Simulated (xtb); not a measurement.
A run for xtb: GFN2-xTB on TiGa, 2S+1 = 6, a spin state set in the input, which need not be the lowest, a point of a bond scan (R = 2.551 Å).

```
$ xtb mol.xyz --gfn 2 --sp --chrg 0 --uhf 5
2

Ti     0.00000000     0.00000000     0.00000000
Ga     0.00000000     0.00000000     2.55117200
```

Program output:

```
[...]
           -------------------------------------------------
          |                Calculation Setup                |
           -------------------------------------------------



           -------------------------------------------------
          |                 G F N 2 - x T B                 |
           -------------------------------------------------

        Reference                      10.1021/acs.jctc.8b01176
      * Hamiltonian:
        H0-scaling (s, p, d)           1.850000    2.230000    2.230000
        zeta-weighting                 0.500000
      * Dispersion:
        s8                             2.700000
        a1                             0.520000
        a2                             5.000000
        s9                             5.000000
      * Repulsion:
        kExp                           1.500000    1.000000
        rExp                           1.000000
      * Coulomb:
        alpha                          2.000000
        third order                    shell-resolved
        anisotropic                    true
        a3                             3.000000
        a5                             4.000000
        cn-shift                       1.200000
        cn-exp                         4.000000
        max-rad                        5.000000


          ...................................................
          :                      SETUP                      :
          :.................................................:
          :  # basis functions                  20          :
          :  # atomic orbitals                  18          :
          :  # shells                            6          :
          :  # electrons                         7          :
          :  max. iterations                   250          :
          :  Hamiltonian                  GFN2-xTB          :
          :  restarted?                      false          :
          :  GBSA solvation                  false          :
          :  PC potential                    false          :
          :  electronic temp.          300.0000000     K    :
          :  accuracy                    1.0000000          :
          :  -> integral cutoff          0.2500000E+02      :
          :  -> integral neglect         0.1000000E-07      :
          :  -> SCF convergence          0.1000000E-05 Eh   :
          :  -> wf. convergence          0.1000000E-03 e    :
          :  Broyden damping             0.4000000          :
          :  net charge                          0          :
          :  unpaired electrons                  5          :
          ...................................................

 iter      E             dE          RMSdq      gap      omega  full diag
   1     -2.0673617 -0.206736E+01  0.454E+01    0.03       0.0  T
   2     -2.2768421 -0.209480E+00  0.129E+01    0.09       1.0  T
   3     -2.4540124 -0.177170E+00  0.198E+01    0.09       1.0  T
   4     -2.4817802 -0.277678E-01  0.130E+01    0.10       1.0  T
   5     -2.5102413 -0.284611E-01  0.706E+00    0.11       1.0  T
   6     -2.4824882  0.277530E-01  0.130E+01    0.13       1.0  T
   7     -2.6178445 -0.135356E+00  0.332E+01    2.84       1.0  T
   8     -2.6178347  0.982182E-05  0.329E+01    2.80       1.0  T
   9     -2.6166235  0.121124E-02  0.315E+01    2.33       1.0  T
  10     -2.6160375  0.585938E-03  0.317E+01    2.24       1.0  T
  11     -2.6192401 -0.320253E-02  0.305E+01    3.26       1.0  T
  12     -2.6127809  0.645920E-02  0.249E+01    5.03       1.0  T
  13     -2.6075976  0.518327E-02  0.235E+01    5.16       1.0  T
  14     -2.6103795 -0.278194E-02  0.205E+01    5.12       1.0  T
  15     -2.6181630 -0.778350E-02  0.197E+01    4.93       1.0  T
  16     -2.6232700 -0.510696E-02  0.635E+00    3.98       1.0  T
  17     -2.6067298  0.165402E-01  0.774E+00    3.19       1.0  T
  18     -2.6057599  0.969899E-03  0.851E+00    3.09       1.0  T
  19     -2.6008836  0.487635E-02  0.800E+00    2.83       1.0  T
  20     -2.5940986  0.678495E-02  0.884E+00    2.58       1.0  T
  21     -2.6105620 -0.164634E-01  0.616E+00    3.46       1.0  T
  22     -2.6204559 -0.989388E-02  0.417E+00    4.48       1.0  T
  23     -2.5350977  0.853582E-01  0.288E+01    5.25       1.0  T
  24     -2.5878264 -0.527287E-01  0.103E+01    8.90       1.0  T
  25     -2.4540401  0.133786E+00  0.368E+01   17.72       1.0  T
  26     -2.4400711  0.139690E-01  0.380E+01   18.73       1.0  T
  27     -2.5936914 -0.153620E+00  0.166E+01   10.88       1.0  T
  28     -2.4985096  0.951818E-01  0.351E+01   14.77       1.0  T
  29     -2.6165067 -0.117997E+00  0.190E+01   13.49       1.0  T
  30     -2.4890957  0.127411E+00  0.399E+01   14.97       1.0  T
  31     -2.5297666 -0.406709E-01  0.362E+01   14.05       1.0  T
  32     -2.5647053 -0.349387E-01  0.343E+01   13.63       1.0  T
  33     -2.5464446  0.182607E-01  0.384E+01   13.89       1.0  T
  34     -2.5461746  0.270019E-03  0.384E+01   13.89       1.0  T
  35     -2.6032849 -0.571103E-01  0.218E+01   11.47       1.0  T
  36     -2.6061562 -0.287133E-02  0.143E+01   10.10       1.0  T
  37     -2.6250064 -0.188502E-01  0.528E+00    8.33       1.0  T
  38     -2.6281309 -0.312453E-02  0.204E+00    7.59       1.0  T
  39     -2.6300972 -0.196633E-02  0.729E-01    7.10       1.0  T
  40     -2.6301111 -0.138673E-04  0.101E+00    7.00       1.0  T
  41     -2.6276859  0.242518E-02  0.217E+00    7.26       1.0  T
  42     -2.6275955  0.903842E-04  0.207E+00    7.75       1.0  T
  43     -2.6306071 -0.301156E-02  0.100E+00    8.19       1.0  T
  44     -2.6305497  0.574305E-04  0.603E-01    7.88       1.0  T
  45     -2.6306348 -0.851197E-04  0.385E-01    7.72       1.0  T
  46     -2.6306780 -0.431951E-04  0.288E-01    7.70       1.0  T
  47     -2.6306857 -0.773057E-05  0.238E-01    7.77       1.0  T
  48     -2.6306900 -0.431332E-05  0.145E-01    7.76       1.0  T
  49     -2.6306924 -0.236892E-05  0.843E-02    7.76       1.0  T
  50     -2.6306924  0.315606E-08  0.447E-02    7.75       1.6  T
  51     -2.6306926 -0.221191E-06  0.228E-02    7.75       3.1  T
  52     -2.6306926 -0.290534E-07  0.698E-03    7.75      10.1  T
  53     -2.6306926 -0.125765E-07  0.160E-03    7.75      44.3  T
  54     -2.6306926 -0.163920E-08  0.275E-04    7.75     257.5  T
  55     -2.6306926 -0.406200E-10  0.886E-05    7.75     797.6  T

   *** convergence criteria satisfied after 55 iterations ***

         #    Occupation            Energy/Eh            Energy/eV
      -------------------------------------------------------------
         1        1.9815           -0.8109716             -22.0677
         2        1.0060           -0.8023414             -21.8328
         3        1.0060           -0.8023414             -21.8328
         4        1.0032           -0.8017555             -21.8169
         5        1.0032           -0.8017555             -21.8169
         6        1.0000           -0.7895590             -21.4850 (HOMO)
         7                         -0.5048683             -13.7382 (LUMO)
         8                         -0.4513231             -12.2811
         9                         -0.4513231             -12.2811
        10                         -0.3307596              -9.0004
        11                         -0.2370742              -6.4511
       ...                                ...                  ...
        18                          1.3728756              37.3578
      -------------------------------------------------------------
                  HL-Gap            0.2846908 Eh            7.7468 eV
             Fermi-level           -0.7272054 Eh          -19.7883 eV

 SCC (total)                   0 d,  0 h,  0 min,  0.004 sec
 SCC setup                      ...        0 min,  0.000 sec (  1.336%)
 Dispersion                     ...        0 min,  0.000 sec (  0.370%)
 classical contributions        ...        0 min,  0.000 sec (  0.205%)
 integral evaluation            ...        0 min,  0.000 sec (  7.153%)
 iterations                     ...        0 min,  0.003 sec ( 82.883%)
 molecular gradient             ...        0 min,  0.000 sec (  6.930%)
 printout                       ...        0 min,  0.000 sec (  0.965%)

         :::::::::::::::::::::::::::::::::::::::::::::::::::::
         ::                     SUMMARY                     ::
         :::::::::::::::::::::::::::::::::::::::::::::::::::::
         :: total energy              -2.625092232651 Eh    ::
         :: gradient norm              0.034132636245 Eh/a0 ::
         :: HOMO-LUMO gap              7.746829887626 eV    ::
         ::.................................................::
         :: SCC energy                -2.630692645270 Eh    ::
         :: -> isotropic ES           -0.422425263717 Eh    ::
         :: -> anisotropic ES         -0.008003539470 Eh    ::
         :: -> anisotropic XC          0.001796318966 Eh    ::
         :: -> dispersion             -0.000859401930 Eh    ::
         :: repulsion energy           0.005600412619 Eh    ::
         :: add. restraining           0.000000000000 Eh    ::
         :: total charge              -0.000000000002 e     ::
         :::::::::::::::::::::::::::::::::::::::::::::::::::::

           -------------------------------------------------
          |                Property Printout                |
           -------------------------------------------------

    * Orbital Energies and Occupations

         #    Occupation            Energy/Eh            Energy/eV
      -------------------------------------------------------------
         1        1.9815           -0.8109716             -22.0677
         2        1.0060           -0.8023414             -21.8328
         3        1.0060           -0.8023414             -21.8328
         4        1.0032           -0.8017555             -21.8169
         5        1.0032           -0.8017555             -21.8169
         6        1.0000           -0.7895590             -21.4850 (HOMO)
         7                         -0.5048683             -13.7382 (LUMO)
         8                         -0.4513231             -12.2811
         9                         -0.4513231             -12.2811
        10                         -0.3307596              -9.0004
        11                         -0.2370742              -6.4511
        12                         -0.2370742              -6.4511
        13                         -0.2226907              -6.0597
        14                         -0.2226907              -6.0597
        15                          0.0369266               1.0048
        16                          0.0920235               2.5041
        17                          0.0920235               2.5041
        18                          1.3728756              37.3578
      -------------------------------------------------------------
                  HL-Gap            0.2846908 Eh            7.7468 eV
             Fermi-level           -0.7272054 Eh          -19.7883 eV

     #   Z          covCN         q      C6AA      α(0)
     1  22 Ti       0.917    -1.541   374.613    50.526
     2  31 Ga       0.917     1.541   276.553    42.518

 Mol. C6AA /au·bohr⁶  :       1293.933720
 Mol. C8AA /au·bohr⁸  :     149746.948366
 Mol. α(0) /au        :         93.044429


Wiberg/Mayer (AO) data.
largest (>0.10) Wiberg bond orders for each atom

 ---------------------------------------------------------------------------
     #   Z sym  total        # sym  WBO       # sym  WBO       # sym  WBO
 ---------------------------------------------------------------------------
     1  22 Ti   0.507 --     2 Ga   0.507
     2  31 Ga   0.507 --     1 Ti   0.507
 ---------------------------------------------------------------------------

Topologies differ in total number of bonds
Writing topology from bond orders to xtbtopo.mol

molecular dipole:
Note: The following floating-point exceptions are signalling: IEEE_DENORMAL
normal termination of xtb
                 x           y           z       tot (Debye)
 q only:        0.000       0.000       7.427
   full:       -0.000      -0.000       6.853      17.418
molecular quadrupole (traceless):
                xx          xy          yy          xz          yz          zz
 q only:      -17.903       0.000     -17.903       0.000       0.000      35.805
  q+dip:      -16.885       0.000     -16.885      -0.000       0.000      33.770
   full:      -16.132      -0.000     -16.132      -0.000      -0.000      32.265


           -------------------------------------------------
          | TOTAL ENERGY               -2.625092232651 Eh   |
          | GRADIENT NORM               0.034132636245 Eh/α |
          | HOMO-LUMO GAP               7.746829887626 eV   |
           -------------------------------------------------

------------------------------------------------------------------------
------------------------------------------------------------------------
 total:
 SCF:
```

The run finished.

Cost: about 0.020 core-seconds (a rough figure).
